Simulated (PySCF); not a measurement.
Se⁺ (selenium, charge +1) across methods

[Ar] 3d10 4s1 4p3 4d1, high-spin 6D determinant (an excited configuration). Calculation: PySCF 2.14, in aug-cc-pVTZ-DK (7s6p4d2f, 59 functions); the spin-free X2C one-electron Hamiltonian (Gaussian nucleus). The B2PLYP total includes its PT2 part (frozen core); its orbital energies are those of the SCF part.

```tsv
method	E (hartree)	mean ε 4s α (eV)	mean ε 4p α (eV)	mean ε 4d α (eV)	Σ⟨r²⟩ (bohr²)	⟨S²⟩
LDA	-2425.059	-32.004	-19.877	-5.813	38.64	8.751
M06-2X	-2428.795	-36.208	-22.604	-7.132	38.65	8.750
B2PLYP	-2428.246	-36.835	-22.727	-7.084	38.49	8.751
PBE0	-2428.405	-34.409	-21.369	-6.567	38.30	8.751
PBE	-2428.344	-31.868	-19.779	-5.849	38.51	8.751
r2SCAN	-2428.669	-33.021	-20.403	-5.852	38.42	8.751
HSE06	-2428.396	-33.966	-20.937	-6.188	38.40	8.751
```

Estimate the same row for UHF.

E (hartree) = -2427.05810; mean ε 4s α (eV) = -41.305; mean ε 4p α (eV) = -25.566; mean ε 4d α (eV) = -8.500; Σ⟨r²⟩ (bohr²) = 38.29; ⟨S²⟩ = 8.751.

The outer electron is Rydberg-like, and this basis confines it to a smaller radius and binds it less than a complete one would.
